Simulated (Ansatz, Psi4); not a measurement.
**Predicting a hybrid from its neighbours: SnO (tin(ii) oxide)**

SnO has 2 atoms, charge 0, and is taken as a singlet. As SMILES, `[O]=[Sn]`. The coordinates come from a PBE0-D4/def2-TZVP relaxation.

The electronic atomisation energy y, in eV, basis def2-TZVPPD with a core potential; a is the functional's share of exact exchange. Programs: Ansatz 0.2.0, Psi4 1.11.

| functional | program | a | y (eV) |
| --- | --- | --- | --- |
| TPSS | Psi4 | 0 | 5.80 |
| revPBE | Psi4 | 0 | 5.82 |
| TPSSh | Psi4 | 0.1 | 5.50 |
| B3LYP | Psi4 | 0.2 | ? |
| r2SCAN0 | Ansatz | 0.25 | 4.99 |
| PBE0 | Psi4 | 0.25 | 5.36 |
| BHLYP | Psi4 | 0.5 | 4.64 |

Q: Fit y = c + s·a to the known rows and predict B3LYP.

A: 
1. Means of the 6 rows: a = 0.1833, y = 5.352.
2. Σ(Δa)² = 0.18333, Σ(Δa·Δy) = -0.42933, so the slope is -0.42933/0.18333 = -2.3418.
3. Intercept: 5.352 − (-2.3418) × 0.1833 = 5.781. The largest residual of the fit is 0.21.
4. B3LYP: 5.781 + (-2.3418) × 0.2 = 5.31 eV.

The run gave 5.59 eV, so the prediction is off by -0.28 eV, about the largest residual. The rows mix families of semi-local functionals, which the line can't see. Spin-orbit coupling is left out.
